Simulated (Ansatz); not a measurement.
CH$_{3}$S, doublet, geometry from GFN2-xTB; Ansatz (an electronic-structure program) with CCSD(T)/def2-SVP.

The Ansatz input:
Ansatz 0.2 input:
```yaml
crystal:
  periodic: [false, false, false]
  atoms:
    - {symbol: C, position_ang: [0.01437225, 1.10467196, 0.00732222]}
    - {symbol: S, position_ang: [-0.00894335, -0.68739846, -0.00455636]}
    - {symbol: H, position_ang: [1.04719307, 1.44329523, 0.02596812]}
    - {symbol: H, position_ang: [-0.50936900, 1.45780609, 0.89203890]}
    - {symbol: H, position_ang: [-0.48096403, 1.46924225, -0.88903858]}
basis:
  gaussian:
    orbitals: def2-SVP
magnetization: {spin_polarized: true, initial_magnetization: 1}
correlation: {method: ccsd_t, electrons: outside_noble_gas}
accuracy: high
```

**Question.** What does Ansatz print? Leave out banner, timings and long lists.

**Answer.** 
```
Functional definition: HF
1012 factors; integrals over basis functions are off by at most 3.8e-9 eV
mean field evaluation 1: about -11889.4089 eV, gradient 1.1e1 eV
mean field evaluation 2: about -11889.4110 eV, gradient 1.1e1 eV
mean field evaluation 4: about -11890.3395 eV, gradient 1.3e0 eV
mean field evaluation 8: about -11890.3591 eV, gradient 1.9e-4 eV
mean field evaluation 16: about -11890.3567 eV, gradient 5.6e-1 eV
mean field evaluation 32: about -11890.3591 eV, gradient 3.2e-2 eV
mean field evaluation 64: about -11890.3591 eV, gradient 2.9e-8 eV
mean field evaluation 96: about -11890.3583 eV, gradient 2.7e-1 eV
mean field -11890.35907956 eV, -436.9626365989 hartree, gradient 2.7e-8 eV, S^2 0.758963; 6 other end points of the search recorded, 0 dependent functions left out
6 core orbitals not correlated
reference -11890.35907956 eV, -436.9626365989 hartree; 7, 6 occupied and 34, 35 virtual orbitals, 1012 factors
second order -6.84494955 eV of doubles, -0.00000000 eV of singles
cycle   1  -7.49924568 eV  change   -6.5e-1 eV  update   5.8e-2
cycle   2  -7.73197326 eV  change   -2.3e-1 eV  update   1.8e-2
cycle   3  -7.75937895 eV  change   -2.7e-2 eV  update   6.2e-3
cycle   4  -7.75946901 eV  change   -9.0e-5 eV  update   2.0e-3
cycle   5  -7.75936278 eV  change    1.1e-4 eV  update   7.7e-4
cycle   6  -7.75923489 eV  change    1.3e-4 eV  update   2.2e-4
cycle   7  -7.75923491 eV  change   -2.8e-8 eV  update   8.2e-5
cycle   8  -7.75922822 eV  change    6.7e-6 eV  update   2.2e-5
cycle   9  -7.75922439 eV  change    3.8e-6 eV  update   7.0e-6
cycle  10  -7.75922555 eV  change   -1.2e-6 eV  update   2.2e-6
cycle  11  -7.75922567 eV  change   -1.2e-7 eV  update   8.0e-7
cycle  12  -7.75922552 eV  change    1.5e-7 eV  update   2.7e-7
cycle  13  -7.75922544 eV  change    7.2e-8 eV  update   1.1e-7
cycle  14  -7.75922538 eV  change    7.0e-8 eV  update   5.3e-8
cycle  15  -7.75922535 eV  change    2.6e-8 eV  update   2.8e-8
cycle  16  -7.75922534 eV  change    1.3e-8 eV  update   1.9e-8
cycle  17  -7.75922512 eV  change    2.2e-7 eV  update   8.4e-8
cycle  18  -7.75922510 eV  change    2.2e-8 eV  update   2.3e-8
cycle  19  -7.75922509 eV  change    3.0e-9 eV  update   5.0e-9
cycle  20  -7.75922510 eV  change  -7.8e-10 eV  update   1.4e-9
perturbative correction -0.19139042 eV, -0.0070334684 hartree
Total energy: -11898.30969508 eV, -437.2548163301 hartree
```
